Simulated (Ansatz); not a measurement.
Te(GeH3)2 (Ge2H6Te), SMILES [GeH3][Te][GeH3].

Coordinates come from a B3LYP-D3(BJ)/def2-SVP optimisation. This is a generated structure with no PubChem entry under its InChIKey; it may be hypothetical. The def2 effective core potentials stand for the cores of Te; spin–orbit coupling is left out.

Two levels are set side by side: PBE/def2-SVPD (Ansatz, a program for electronic structure) and PBE0/def2-SVPD (Ansatz). Energy differences of separate SCF runs at the same geometry; the states with an electron removed or added have multiplicity 2 and 2. Differences are taken from unrounded values.

```
quantity                           PBE0   PBE  PBE minus PBE0
---------------------------------  ----  ----  --------------
vertical ionisation energy (eV)    8.17  8.09           -0.08
vertical singlet–triplet gap (eV)  3.62  3.46           -0.16
```
